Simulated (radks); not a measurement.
Task: Dipole-allowed excitations along the series with 4 electrons in [He] 2s2. Calculated with a radial shooting solver on a logarithmic mesh with Libxc functionals: non-relativistic Kohn-Sham, exchange-only LDA, spin-unpolarised, spherical densities, point nucleus. Time-dependent linear response with the Hartree and adiabatic exchange-only LDA kernel, continuum included through the Sternheimer equations. Lines are the poles of the dipole polarisability below minus the highest occupied eigenvalue, found on a grid refined at the orbital gaps; the lowest seven at most are given, and weak or close lines can be missed. The first line takes the name of the lowest orbital gap if no other gap lies below it; otherwise a line is named after a gap within 0.6 % of it, if that gap stands alone.

| species | -e(HOMO) (eV) | lowest orbital gap (eV) | first line (eV) | f | strongest line (eV) | its f | static alpha (bohr^3) |
|---|---|---|---|---|---|---|---|
| Mn21+ | 1725.7 | 2s-2p 51.396 | 70.313 (2s-2p) | 0.128 | 1011.7 (2s-3p) | 0.729 | 0.01987 |
| Co23+ | 2046.2 | 2s-2p 55.898 | 76.407 (2s-2p) | 0.117 | 1194.5 (2s-3p) | 0.740 | 0.01545 |
| Ni24+ | 2216.6 | 2s-2p 58.148 | 79.453 (2s-2p) | 0.113 | 1291.6 (2s-3p) | 0.744 | 0.01373 |
| Cu25+ | 2393.9 | 2s-2p 60.398 | 82.501 (2s-2p) | 0.109 | 1392.4 (2s-3p) | 0.749 | 0.01225 |

Estimate the first line of Fe22+, its oscillator strength and the static polarisability.

Result: 73.360 eV (2s-2p), f = 0.122, alpha = 0.01748 bohr^3.
